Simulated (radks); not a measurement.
Task: The lead ion Pb4+, configuration [Xe] 4f14 5d10 (the NIST ground configuration). Calculated with a radial shooting solver on a logarithmic mesh with Libxc functionals: scalar-relativistic Kohn-Sham, SCAN, spin-unpolarised, spherical densities, finite nucleus; meta-GGA in the generalised Kohn-Sham scheme; Fermi nuclear charge, rms radius 5.5012 fm. Some entries of the table are withheld. Estimate them.

orbital,occ.,eigenvalue (hartree),<r^2> (bohr^2),r(max) (bohr)
1s,2,-3242.044,0.0003575,0.009845
2s,2,-582.2491,0.005418,0.05711
2p,6,-499.6496,0.004617,0.04761
3s,2,-141.4215,0.03480,0.1610
3p,6,-117.6069,0.03609,0.1611
3d,10,(1),0.02997,0.1316
4s,2,(2),0.1664,0.3624
4p,6,-25.60354,0.1905,0.3822
4d,10,-16.48249,0.2142,0.3883
5s,2,-6.91386,0.8211,(3)
4f,14,-6.45289,0.2466,0.3503
5p,6,-4.74839,1.071,0.8835
5d,10,-2.28246,1.803,1.062

Result: 
(1) 3d eigenvalue (hartree): -93.22552
(2) 4s eigenvalue (hartree): -33.44324
(3) 5s r(max) (bohr): 0.7890
